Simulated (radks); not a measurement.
The numbers below are computed, except where a source is named.
Spherical quantum dot in the effective-mass picture: electrons in a well V = -V0 / (1 + exp((r - R)/a)) with V0 = 23.1, R = 2.22, a = 0.14, with a point charge +2 (a donor) at the centre, all in effective atomic units (hartree* = m*/eps^2 hartree, bohr* = eps/m* bohr), one dielectric constant everywhere. Level of theory: non-relativistic Kohn-Sham, LDA (Slater exchange, Perdew-Wang correlation), spin-polarised, spherical densities (a radial shooting solver with Libxc functionals). Levels are named by radial order and angular momentum (1s, 1p, 1d, 2s, ...), and open shells are averaged over m.

N = 9, configuration 1s2 1p6 2s(up 1, down 0). This is the lowest configuration that the search found. Occupied and some empty levels:

level,occupation,eigenvalue (hartree*),<r> (bohr*)
1s up,1,-18.346,0.9445
1s down,1,-18.267,0.9715
1p up,3,-17.010,1.337
1p down,3,-16.982,1.337
2s up,1,-16.010,1.110
2s down,0,-15.890,1.099
1d up,0,-15.733,1.470
1d down,0,-15.706,1.469
1f up,0,-14.216,1.561
1f down,0,-14.188,1.560
2p up,0,-13.246,1.213
2p down,0,-13.196,1.218
1g up,0,-12.460,1.632
1g down,0,-12.430,1.632

Energy (hartree*): total -182.307, kinetic 17.036, external -223.39, Hartree 29.366, exchange-correlation -5.3192.

Electron density:

r (bohr*),n(r) (e/bohr*^3)
0.118,3.147
0.249,1.907
0.381,1.205
0.512,0.8173
0.643,0.6122
0.775,0.5111
0.906,0.4643
1.04,0.4391
1.17,0.4133
1.30,0.3740
1.43,0.3160
1.56,0.2422
1.69,0.1641
1.82,0.09452
1.96,0.04401
2.09,0.01608
2.22,0.004534
2.35,0.001020
2.48,0.0002022
2.61,0.00003752
